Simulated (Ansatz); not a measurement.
Gas-phase electronic energies from Ansatz, PBE0-D4/def2-TZVP geometries. CBS: MP2 limit from def2 TZ/QZ plus the TZ coupled-cluster correction, frozen cores. Functionals use def2-TZVPP. B3LYP here is the variant with VWN-RPA as its local correlation; programs differ in this. One conformer a species, not always the lowest.

Consider the isomerisation: `B[SiH](C)CF` → `BC[SiH](C)F`.

| level | ΔE (kJ/mol) | difference from CCSD(T)/CBS |
| --- | --- | --- |
| PBE-D4 | -284.8 | 22.3 |
| r2SCAN-D4 | -304.6 | 2.5 |
| PBE0-D4 | -293.6 | 13.5 |
| B3LYP-D4 | -296.0 | 11.1 |
| ωB97X-V | -294.4 | 12.7 |
| ωB97M-V | -305.3 | 1.8 |
| B2PLYP | -304.5 | 2.6 |
| PBE | -283.9 | 23.2 |
| r2SCAN | -304.4 | 2.7 |
| PBE0 | -292.9 | 14.2 |
| B3LYP | -294.6 | 12.5 |
| HF/def2-TZVPP | -302.1 | 5.0 |
| MP2/def2-TZVPP | -320.9 | -13.8 |
| SCS-MP2/def2-TZVPP | -310.8 | -3.7 |
| CCSD/def2-TZVPP | -302.8 | 4.3 |
| CCSD(T)/def2-TZVPP | -302.7 | 4.4 |
| HF/def2-QZVPP | -304.7 | 2.4 |
| MP2/def2-QZVPP | -324.3 | -17.2 |
| SCS-MP2/def2-QZVPP | -314.3 | -7.2 |
| HF/CBS(def2) | -305.0 | 2.1 |
| MP2/CBS(def2) | -325.3 | -18.2 |
| CCSD/CBS(def2) | -307.2 | -0.1 |
| CCSD(T)/CBS | -307.1 | 0 |

Largest T1 diagnostic among the species: 0.011.

From PBE to PBE0 (25 % exact exchange), in def2-TZVPP and without D4, ΔE moves by −9.0 kJ/mol.
